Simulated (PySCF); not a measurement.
## How methods differ on the ionisation energy of Mn⁺

Mn⁺ [Ar] 3d5 4s1 (7S) → Mn²⁺ [Ar] 3d5 (6S), as a difference of total energies. All numbers are calculated (PySCF 2.14, the spin-free X2C one-electron Hamiltonian (Gaussian nucleus), in x2c-TZVPall). Correlated levels: valence: [Ar] frozen. The calculations carry no spin-orbit coupling.

Task: Order these methods by the ionisation energy they give, lowest first.
A. UHF
B. LDA
C. MP2 (valence)
D. SCS-MP2 (valence)

Result: A (14.856 eV), D (14.973 eV), C (15.208 eV), B (16.502 eV).

Errors of the correlated levels include the incompleteness of this basis and the frozen core.

For comparison: 15.640 eV (measured; NIST Atomic Spectra Database, ionization energies).
